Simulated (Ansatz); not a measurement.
Relaxation of CH$_{6}$AlGa (9 atoms, charge 0, multiplicity 1), to a largest force component of 0.015 eV/Å in at most 40 steps.

The calculation used RKS PBE-D4/def2-SVP in Ansatz.

```xyz
9
Properties=species:S:1:pos:R:3
C -0.869 0.697 -0.342
Ga 0.186 -0.431 -0.621
Al 1.299 -1.044 0.746
H -0.538 1.819 -0.370
H -1.208 0.421 -1.394
H -1.777 0.627 0.334
H 1.593 0.029 -0.843
H 1.314 -2.079 -0.389
H 2.516 0.046 0.945
```

Task: Where does it end, and by what steps?

Result: It converged. After 14 steps the energy has fallen by 8.986 eV; H8 moved furthest, 1.06 Å. The start is strongly strained (largest force component 12 eV/Å), so its close contacts needn't be bonds. Parted: Ga2–H5, Ga2–H7.

```
step  energy less start (eV)  largest force component (eV/Å)  accepted
   0                  0.0000                          11.683       yes
   1                 -3.5520                           5.810       yes
   2                 -5.7449                           1.943       yes
   3                 -6.7955                           0.946       yes
   4                 -7.6219                           0.645       yes
   5                 -8.1666                           0.520       yes
   6                 -8.5763                           0.483       yes
   7                 -8.8407                           0.400       yes
   8                 -8.9518                           0.348       yes
   9                 -8.9550                           0.365       yes
  10                 -8.9766                           0.216       yes
  11                 -8.9619                           0.299        no
  12                 -8.9828                           0.234       yes
  13                 -8.9856                           0.043       yes
  14                 -8.9862                           0.008       yes
```

```xyz
9
Properties=species:S:1:pos:R:3
C -1.409 1.031 -0.564
Ga -0.123 -0.195 0.340
Al 2.124 -1.203 0.303
H -1.006 2.065 -0.561
H -1.555 0.723 -1.621
H -2.391 1.029 -0.050
H 1.596 -0.131 -0.914
H 2.135 -2.725 -0.186
H 3.144 -0.507 1.320
```

The run took 48 s on 1 thread of Arm Neoverse V1, on a shared host, peak memory 0.13 GiB.
